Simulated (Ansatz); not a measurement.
Computed with Ansatz on PBE0-D4/def2-TZVP structures; ΔE is electronic, products minus reactants. CCSD(T)/CBS is the MP2 limit (def2-TZVPP, def2-QZVPP) plus CCSD(T) − MP2 in def2-TZVPP, frozen cores. This one scheme is used for every species. Functionals use def2-TZVPP. Each species was taken in one conformer, which may not be the lowest.

`[SiH3]O[SiH2][SiH3]` + H–F → `F[SiH2][SiH3]` + silanol  (ligand exchange at the Si–O bond)

```json
{"level": "revPBE-D4", "ΔE (kJ/mol)": "-20.2", "difference from CCSD(T)/CBS": "-0.8"}
{"level": "ωB97M-V", "ΔE (kJ/mol)": "-25.0", "difference from CCSD(T)/CBS": "-5.6"}
{"level": "B2PLYP", "ΔE (kJ/mol)": "-28.4", "difference from CCSD(T)/CBS": "-9.0"}
{"level": "r2SCAN0", "ΔE (kJ/mol)": "-25.5", "difference from CCSD(T)/CBS": "-6.1"}
{"level": "BHLYP", "ΔE (kJ/mol)": "-30.5", "difference from CCSD(T)/CBS": "-11.1"}
{"level": "CAM-B3LYP", "ΔE (kJ/mol)": "-32.2", "difference from CCSD(T)/CBS": "-12.8"}
{"level": "CCSD(T)/def2-SVP", "ΔE (kJ/mol)": "-20.4", "difference from CCSD(T)/CBS": "-1.0"}
{"level": "HF/def2-TZVPP", "ΔE (kJ/mol)": "-30.1", "difference from CCSD(T)/CBS": "-10.7"}
{"level": "MP2/def2-TZVPP", "ΔE (kJ/mol)": "-18.6", "difference from CCSD(T)/CBS": "0.8"}
{"level": "HF/def2-QZVPP", "ΔE (kJ/mol)": "-30.1", "difference from CCSD(T)/CBS": "-10.7"}
{"level": "CCSD(T)/CBS", "ΔE (kJ/mol)": "-19.4", "difference from CCSD(T)/CBS": "0"}
```

Largest T1 diagnostic among the species: 0.012.

From r2SCAN to r2SCAN0 (25 % exact exchange), in def2-TZVPP and without D4, ΔE moves by +3.1 kJ/mol. In def2-TZVPP, CCSD(T) changes the Hartree–Fock value by +9.9 kJ/mol (the triples alone add +1.3 kJ/mol) and MP2 by +11.5 kJ/mol.
